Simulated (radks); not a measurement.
Initial-state core-level shifts of neutral zinc when its valence configuration changes from [Ar] 3d10 4s2. All-electron calculation, Dirac Kohn-Sham, BLYP, spin-unpolarised, spherical densities, finite nucleus; open shells are shared between the two j in proportion to 2j + 1; Fermi nuclear charge, rms radius 3.9283 fm. Program: a radial shooting solver on a logarithmic mesh with Libxc functionals. Shifts are changes of the shell-averaged eigenvalues in eV (positive: less bound); the change of the density at the nucleus, which sets a Mossbauer isomer shift, is in e/bohr^3, on a base of 2.509e+04.

[
 {"valence": "3d9 4s2 4p1", "1s": "-9.145", "2p": "-9.797", "3s": "-8.956", "3p": "-8.786", "density at nucleus": "+7.878"},
 {"valence": "3d8 4s2 4p2", "1s": "-19.227", "2p": "-20.781", "3s": "-18.463", "3p": "-18.078", "density at nucleus": "+16.865"},
 {"valence": "3d9 4s1 4p2", "1s": "-10.990", "2p": "-11.560", "3s": "-10.779", "3p": "-10.607", "density at nucleus": "-3.247"},
 {"valence": "3d9.5 4s2 4p0.5", "1s": "-4.471", "2p": "-4.763", "3s": "-4.419", "3p": "-4.341", "density at nucleus": "+3.805"},
 {"valence": "3d10 4s1 4p1", "1s": "-2.246", "2p": "-2.138", "3s": "-2.232", "3p": "-2.238", "density at nucleus": "-8.309"},
 {"valence": "3d10 4s1.5 4p0.5", "1s": "-1.197", "2p": "-1.142", "3s": "-1.190", "3p": "-1.193", "density at nucleus": "-3.891"},
 {"valence": "3d10 4p2", "1s": "-4.089", "2p": "-3.878", "3s": "-4.067", "3p": "-4.075", "density at nucleus": "-18.428"},
 {"valence": "3d10 4s0.5 4p1.5", "1s": "-3.200", "2p": "-3.040", "3s": "-3.182", "3p": "-3.189", "density at nucleus": "-13.173"}
]
